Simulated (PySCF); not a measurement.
**Stationary points of SbF₄**

These are results of PBE0/[Sb def2-SVP with ECP28, F def2-SVP], scalar-relativistic core potentials, density fitting, no spin–orbit coupling, PySCF, not measurements.

Relaxations began from a few typed shapes; open shells are unrestricted. The search is not exhaustive: other isomers or separated fragments can lie lower, and high-lying points may rest on an excited occupation.

Q: Which is the lowest minimum found?
A. doublet D4h: Sb–F 1.954 Å (×4); F–Sb–F 90.0° (×4), F–Sb–F 180.0° (×2)
B. doublet C4v: Sb–F 1.924 Å (×4); F–Sb–F 85.7° (×4), F–Sb–F 148.2° (×2)
C. doublet C2v: Sb–F 1.900 Å (×2), Sb–F 1.957 Å (×2); F–Sb–F 95.9° (×4), F–Sb–F 98.7°, F–Sb–F 161.9°
D. doublet Td: Sb–F 1.951 Å (×4); F–Sb–F 109.5° (×6)

A: C. The others lie at 27.8 (doublet Td, a saddle point), 50.9 (doublet C4v, a saddle point), 115.7 (doublet D4h, a saddle point) kJ/mol above it.

For the lowest minimum: no spin–orbit coupling is included, which matters more the heavier the element.
